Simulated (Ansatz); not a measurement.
Relaxation of BFGaH3 (6 atoms, charge 0, multiplicity 1), to a largest force component of 0.015 eV/Å in at most 40 steps.

These are results of RKS PBE0-D4/def2-TZVP in Ansatz 0.2.0, not measurements.

```xyz
6
Properties=species:S:1:pos:R:3:forces:R:3
B -0.434 0.257 -0.457 -8.49 7.62 -14.10
Ga 0.484 -0.320 0.665 6.32 0.04 -3.69
F 0.470 0.691 1.641 0.90 18.48 19.49
H -1.562 0.196 -0.245 -1.44 -0.10 -0.01
H -0.124 0.904 -1.433 -0.64 -0.14 -0.07
H 0.561 -1.355 0.539 3.34 -25.89 -1.62
```

**Question.** Where does it end, and by what steps?

**Answer.** The run converged. After 12 steps the energy has fallen by 12.243 eV; H6 moved furthest, 0.81 Å. The start is strongly strained (largest force component 26 eV/Å).

| step | energy less start (eV) | largest force component (eV/Å) | accepted |
| --- | --- | --- | --- |
| 0 | 0.0000 | 25.894 | yes |
| 1 | -7.7720 | 10.446 | yes |
| 2 | -10.7920 | 3.949 | yes |
| 3 | -11.8143 | 1.036 | yes |
| 4 | -12.1522 | 0.336 | yes |
| 5 | -12.2000 | 0.626 | yes |
| 6 | -12.2145 | 0.550 | yes |
| 7 | -12.2382 | 0.238 | yes |
| 8 | -12.2396 | 0.079 | yes |
| 9 | -12.2422 | 0.025 | yes |
| 10 | -12.2428 | 0.023 | yes |
| 11 | -12.2429 | 0.033 | yes |
| 12 | -12.2430 | 0.006 | yes |

```xyz
6
Properties=species:S:1:pos:R:3
B -0.740 0.470 -0.728
Ga 0.434 -0.417 0.741
F 0.818 0.680 2.077
H -1.934 0.431 -0.682
H -0.251 1.041 -1.658
H 1.067 -1.832 0.958
```

The run took 34 s on 2 threads of Arm Neoverse V1 (shared host), peak memory 0.24 GiB.
